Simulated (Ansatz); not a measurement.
Isolated molecules relaxed with PBE0-D4/def2-TZVP in Ansatz; ΔE leaves out vibrations. CCSD(T)/CBS is the MP2 limit (def2-TZVPP, def2-QZVPP) plus CCSD(T) − MP2 in def2-TZVPP, frozen cores. This one scheme is used for every species. Functionals use def2-TZVPP. B3LYP here is the variant with VWN-RPA as its local correlation; programs differ in this. For Ga outer-core shells are correlated without core-valence functions, which leaves a few kJ/mol of doubt a bond. Scalar relativity is left out up to krypton. One conformer a species, not always the lowest.

Reaction (ligand exchange at a Ga–C bond): `[CH3][Ga]([Cl])[N]=C=O` + HCl → `O=C=[N][Ga]([Cl])[Cl]` + CH₄

```csv
level,ΔE (kcal/mol),difference from CCSD(T)/CBS
LDA (SPW92),-22.6,1.8
PBE-D4,-24.3,0.1
BLYP-D4,-25.0,-0.6
r2SCAN-D4,-26.3,-1.9
PBE0-D4,-25.4,-1.0
B3LYP-D4,-25.8,-1.4
r2SCANh-D4,-26.5,-2.1
PBE-QIDH,-26.3,-1.9
revPBE,-24.8,-0.4
PBE0,-25.4,-1.0
r2SCANh,-26.5,-2.1
r2SCAN0,-26.8,-2.4
CAM-B3LYP,-25.6,-1.2
HF/def2-SVP,-31.3,-6.9
SCS-MP2/def2-TZVPP,-26.1,-1.7
MP2/def2-QZVPP,-25.0,-0.6
CCSD(T)/CBS,-24.4,0
```

Largest T1 diagnostic among the species: 0.014.

From BLYP to BHLYP (50 % exact exchange), in def2-TZVPP and without D4, ΔE moves by −2.3 kcal/mol. In def2-TZVPP, CCSD(T) changes the Hartree–Fock value by +5.3 kcal/mol (the triples alone add +0.3 kcal/mol) and MP2 by +4.9 kcal/mol.

CCSD(T)/CBS has its own doubt, a few kJ/mol and more with outer-core shells, so smaller differences from it don't rank the levels.
